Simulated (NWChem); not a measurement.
System: SiH₃SeCl; SMILES Cl[Se][SiH3]

The following NWChem deck was run.

```
start job
memory heap 200 mb stack 900 mb global 1100 mb
geometry units angstroms noautoz
  Se     0.792705     0.072227     0.096977
  Cl    -0.774936     1.601663    -0.133251
  Si    -0.679145    -1.684273     0.021065
  H      0.195712    -2.886272     0.166594
  H     -1.396347    -1.705766    -1.284391
  H     -1.651284    -1.596852     1.146368
end
basis spherical
  * library def2-svp
end
dft
  xc m05-2x
  iterations 150
  mulliken
end
task dft energy
```

Output (shortened):

```
             Northwest Computational Chemistry Package (NWChem) 7.3.0
             --------------------------------------------------------

 CS  symmetry detected

                             Geometry "geometry" -> ""
                             -------------------------

 Output coordinates in angstroms (scale by  1.889725989 to convert to a.u.)

  No.       Tag          Charge          X              Y              Z
 ---- ---------------- ---------- -------------- -------------- --------------
    1 Se                  34.0000     0.77808416     0.04089307     0.00000000
    2 Cl                  17.0000    -0.73925454     1.63693849     0.00000000
    3 Si                  14.0000    -0.76628152    -1.65390248     0.00000000
    4 H                    1.0000     0.06760928    -2.89324836     0.00000000
    5 H                    1.0000    -1.61360110    -1.58521786    -1.22325748
    6 H                    1.0000    -1.61360110    -1.58521786     1.22325748

 Effective nuclear repulsion energy (a.u.)     327.0034880372

      Symmetry information
      --------------------

 Group name             Cs
 Group number              2
 Group order               2
 No. of unique centers     5

                                 NWChem DFT Module
                                 -----------------

 Summary of "ao basis" -> "ao basis" (spherical)
 ------------------------------------------------------------------------------
       Tag                 Description            Shells   Functions and Types
 ---------------- ------------------------------  ------  ---------------------
 Se                         def2-svp                12       32   5s4p3d
 Cl                         def2-svp                 8       18   4s3p1d
 Si                         def2-svp                 8       18   4s3p1d
 H                          def2-svp                 3        5   2s1p

      Symmetry analysis of basis
      --------------------------

        a'         57
        a"         26

            General Information
            -------------------
          SCF calculation type: DFT
          Wavefunction type:  closed shell.
          No. of atoms     :     6
          No. of electrons :    68
           Alpha electrons :    34
            Beta electrons :    34
          Charge           :     0
          Spin multiplicity:     1
          Use of symmetry is: on ; symmetry adaption is: on
          Maximum number of iterations: 150
          AO basis - number of functions:    83
                     number of shells:    37
          Convergence on energy requested:  1.00D-06
          Convergence on density requested:  1.00D-05
          Convergence on gradient requested:  5.00D-04

              XC Information
              --------------
                       M05-2X Method XC Functional
                     Hartree-Fock (Exact) Exchange  0.560
                M05-2X metaGGA Exchange Functional  0.440
                      M05-2X Correlation Potential  1.000

             Grid Information
             ----------------
          Grid used for XC integration:  medium
          Radial quadrature: Mura-Knowles
          Angular quadrature: Lebedev.
          Tag              B.-S. Rad. Rad. Pts. Rad. Cut. Ang. Pts.
          ---              ---------- --------- --------- ---------
          Se                  1.15      112          10.0       590
          Cl                  1.00       88          12.0       590
          Si                  1.10       88           9.0       590
          H                   0.35       45          11.0       434
          Grid pruning is: on
          Number of quadrature shells:   378
          Spatial weights used:  Erf1

      Superposition of Atomic Density Guess
      -------------------------------------

 Sum of atomic energies:       -3149.07168580

      Non-variational initial energy
      ------------------------------

 Total energy =   -3149.602579
 1-e energy   =   -5032.963530
 2-e energy   =    1556.357463
 HOMO         =      -0.252208
 LUMO         =      -0.068758

      Symmetry analysis of molecular orbitals - initial
      -------------------------------------------------

  Numbering of irreducible representations:

     1 a'          2 a"

  Orbital symmetries:

     1 a'          2 a'          3 a'          4 a'          5 a'
     6 a'          7 a"          8 a'          9 a'         10 a'
    11 a'         12 a"         13 a'         14 a'         15 a"
    16 a'         17 a'         18 a"         19 a'         20 a'
    21 a'         22 a"         23 a'         24 a"         25 a'
    26 a'         27 a'         28 a'         29 a'         30 a"
    31 a"         32 a'         33 a'         34 a"         35 a'
    36 a'         37 a"         38 a'         39 a'         40 a'
    41 a'         42 a"         43 a'         44 a'

     ---------------------------------------------
      Total Density - Mulliken Population Analysis
     ---------------------------------------------

    Atom       Charge   Shell Charges
 -----------   ------   -------------------------------------------------------
    1 Se  34    33.99   2.00  2.00  2.00  1.34  0.55  6.00  5.98  1.74  2.31  8.20  1.75  0.11
    2 Cl  17    17.28   2.00  1.99  1.23  0.73  5.94  2.08  3.30  0.02
    3 Si  14    13.53   2.00  1.99  1.00  0.27  5.94  1.08  1.12  0.13
    4 H    1     1.06   0.69  0.37  0.01
    5 H    1     1.07   0.70  0.36  0.01
    6 H    1     1.07   0.70  0.36  0.01

   convergence    iter        energy       DeltaE   RMS-Dens  Diis-err
 ---------------- ----- ----------------- --------- --------- ---------
 d= 0,ls=0.0,diis     1  -3152.4235337227 -3.48D+03  7.72D-03  2.94D-01
 d= 0,ls=0.0,diis     2  -3152.4468346141 -2.33D-02  4.01D-03  6.57D-02
 d= 0,ls=0.0,diis     3  -3152.4561531887 -9.32D-03  1.16D-03  1.11D-02
 d= 0,ls=0.0,diis     4  -3152.4575438849 -1.39D-03  2.36D-04  6.09D-04
 d= 0,ls=0.0,diis     5  -3152.4576080113 -6.41D-05  6.70D-05  1.47D-05
  Resetting Diis
 d= 0,ls=0.0,diis     6  -3152.4576110588 -3.05D-06  2.00D-05  1.72D-06
 d= 0,ls=0.0,diis     7  -3152.4576113623 -3.04D-07  5.33D-06  8.30D-08

         Total DFT energy =    -3152.457611362348
      One electron energy =    -5033.549359110754
           Coulomb energy =     1691.494214411460
    Exchange-Corr. energy =     -137.405954700248
 Nuclear repulsion energy =      327.003488037194

 Numeric. integr. density =       67.999996693196

                  Occupations of the irreducible representations
                  ----------------------------------------------

                     irrep           alpha         beta
                     --------     --------     --------
                     a'               25.0         25.0
                     a"                9.0          9.0

                       DFT Final Molecular Orbital Analysis
                       ------------------------------------

 Vector   32  Occ=2.000000D+00  E=-4.100191D-01  Symmetry=a"
              MO Center= -7.8D-01,  6.1D-01, -1.8D-14, r^2= 3.7D+00
   Bfn.  Coefficient  Atom+Function         Bfn.  Coefficient  Atom+Function
  ----- ------------  ---------------      ----- ------------  ---------------
    45      0.511346  2 Cl pz                42      0.385046  2 Cl pz
    39      0.221647  2 Cl pz                74      0.178202  5 H  s
    79     -0.178202  6 H  s                 17      0.172825  1 Se pz
    60     -0.163723  3 Si pz                14      0.136633  1 Se pz
    63     -0.114411  3 Si pz                75      0.090794  5 H  s

 Vector   33  Occ=2.000000D+00  E=-3.559870D-01  Symmetry=a'
              MO Center= -1.1D-01,  4.9D-01,  4.8D-14, r^2= 3.7D+00
   Bfn.  Coefficient  Atom+Function         Bfn.  Coefficient  Atom+Function
  ----- ------------  ---------------      ----- ------------  ---------------
    43      0.368188  2 Cl px                44      0.318293  2 Cl py
    15     -0.289671  1 Se px                12     -0.267517  1 Se px
    40      0.268676  2 Cl px                41      0.220173  2 Cl py
    13     -0.185929  1 Se py                59      0.176758  3 Si py
     9      0.168629  1 Se px                16     -0.158545  1 Se py

 Vector   34  Occ=2.000000D+00  E=-2.997540D-01  Symmetry=a"
              MO Center=  3.5D-01,  2.1D-01,  6.2D-16, r^2= 2.9D+00
   Bfn.  Coefficient  Atom+Function         Bfn.  Coefficient  Atom+Function
  ----- ------------  ---------------      ----- ------------  ---------------
    17      0.558789  1 Se pz                14      0.467037  1 Se pz
    45     -0.340335  2 Cl pz                11     -0.293033  1 Se pz
    42     -0.232549  2 Cl pz                39     -0.131988  2 Cl pz
    75      0.115313  5 H  s                 80     -0.115313  6 H  s
     8      0.094922  1 Se pz                74      0.087308  5 H  s

 Vector   35  Occ=0.000000D+00  E=-5.064587D-02  Symmetry=a'
              MO Center=  2.5D-01,  4.1D-01,  9.6D-14, r^2= 3.3D+00
   Bfn.  Coefficient  Atom+Function         Bfn.  Coefficient  Atom+Function
  ----- ------------  ---------------      ----- ------------  ---------------
    16      0.555248  1 Se py                15     -0.479117  1 Se px
    44      0.453578  2 Cl py                43     -0.435793  2 Cl px
    13      0.304236  1 Se py                36     -0.288359  2 Cl s
    12     -0.241874  1 Se px                 4      0.236490  1 Se s
    41      0.226593  2 Cl py                40     -0.212675  2 Cl px

[...]
```

Level: M05-2X/def2-SVP. Coordinates come from a PBE0/def2-SVP optimisation.
